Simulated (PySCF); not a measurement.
## Ionisation energy along the 20-electron series

Calculated with PySCF 2.14 and a two-component X2C-1e Hamiltonian (Gaussian nucleus, no Breit or QED terms), each ion in its own even-tempered basis scaled to its charge; GMP2 freezes [Ne] and drops the highest virtual spinors. Values in eV. NIST values: (m) measured, (s) semi-empirical, (t) theoretical.

```json
{"ion": "Au⁵⁹⁺", "configuration": "[Ar] 3d2", "GHF (spin-free)": "6103.0", "GMP2 (spin-free)": "6102.5", "GHF (screened spin-orbit)": "6159.5", "GMP2 (screened spin-orbit)": "6159.3", "NIST": "6156 ± 7 (t)"}
{"ion": "Tl⁶¹⁺", "configuration": "[Ar] 3d2", "GHF (spin-free)": "6499.5", "GMP2 (spin-free)": "6498.9", "GHF (screened spin-orbit)": "6563.5", "GMP2 (screened spin-orbit)": "6563.3", "NIST": "6560 ± 12 (t)"}
```

**Question.** Fill in the row of Hg⁶⁰⁺.

**Answer.** configuration: [Ar] 3d2; GHF (spin-free): 6299.6; GMP2 (spin-free): 6299.1; GHF (screened spin-orbit): 6359.8; GMP2 (screened spin-orbit): 6359.6; NIST: 6356 ± 10 (t).
